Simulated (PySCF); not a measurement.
Al(OMe)2(NH2), C2H8AlNO2, SMILES C[O][Al]([NH2])[O]C, PBE0/def2-SVP optimised geometry.

```
14

Al    -0.83    -0.37     0.00
O      0.86    -0.37     0.00
C      1.98     0.45    -0.01
H      2.65     0.19    -0.85
H      1.72     1.52    -0.12
H      2.56     0.34     0.92
O     -1.78     1.02     0.00
C     -1.74     2.40     0.02
H     -2.24     2.83    -0.87
H     -2.28     2.80     0.90
H     -0.72     2.82     0.05
N     -1.65    -1.93     0.00
H     -1.17    -2.83    -0.01
H     -2.65    -2.06     0.00
```

Density from PySCF 2.14.0 with PBE0/def2-TZVP at that geometry.

Minimum of the electron density along straight lines between bonded atoms, close to the bond critical point (lines longer than 1.1 times the sum of covalent radii, or with two minima, are not listed):

```
bond     length / Å  ρ at the minimum / e bohr⁻³  ∇²ρ there / e bohr⁻⁵  position (fraction from the first atom)
-------  ----------  ---------------------------  --------------------  ---------------------------------------
Al1–O2        1.692                        0.107                  0.81                                     0.43
O2–C3         1.382                        0.271                 -0.48                                     0.66
C3–H4         1.106                        0.276                 -0.95                                     0.64
C3–H5         1.107                        0.274                 -0.94                                     0.64
C3–H6         1.106                        0.276                 -0.95                                     0.64
Al1–O7        1.690                        0.107                  0.82                                     0.43
O7–C8         1.382                        0.271                 -0.47                                     0.66
C8–H9         1.106                        0.276                 -0.95                                     0.64
C8–H10        1.106                        0.276                 -0.95                                     0.64
C8–H11        1.107                        0.274                 -0.94                                     0.64
Al1–N12       1.759                        0.106                  0.61                                     0.42
N12–H13       1.012                        0.332                 -1.62                                     0.74
N12–H14       1.012                        0.333                 -1.62                                     0.74
```
